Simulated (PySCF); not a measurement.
## Fractional electron number in Zr⁻ (zirconium, charge -1)

The 4d alpha orbital of [Kr] 4d3 5s2 is emptied in steps (occupation f), with all orbitals relaxed, ending at [Kr] 4d2 5s2. Calculation: PySCF 2.14, in aug-cc-pVTZ-PP with ECP28MDF (6s6p5d3f2g, 88 functions); scalar relativity through the core potential. The exact energy is a straight line in f; departures are measured from the line between the end points of the same method.

```tsv
f	PBE0 (eV)	r2SCAN (eV)
1	0.000	0.000
0.75	-0.283	-0.407
0.5	-0.397	-0.563
0.25	-0.308	-0.435
0	0.000	0.000
```

```tsv
method	E(f=0) − E(f=1) (eV)	−ε at f=1 (eV)	−ε at f=0.5 (eV)
PBE0	0.679	-0.719	0.612
r2SCAN	0.834	-1.213	0.763
```

Orbital energy along the path (eV):

| f | PBE0 | r2SCAN |
| --- | --- | --- |
| 1 | 0.719 | 1.213 |
| 0.75 | 0.146 | 0.328 |
| 0.5 | -0.612 | -0.763 |
| 0.25 | -1.470 | -1.948 |
| 0 | -2.350 | -3.207 |

At f = 1 the orbital energy is positive for PBE0, r2SCAN: only the finite basis holds the electron.

Reference removal energy between the ground levels: 0.433 eV (measured; photodetachment measurements, as compiled on the Wikipedia data page of electron affinities). The calculation has no spin-orbit coupling. The determinant left behind need not be the lowest term of the ion.
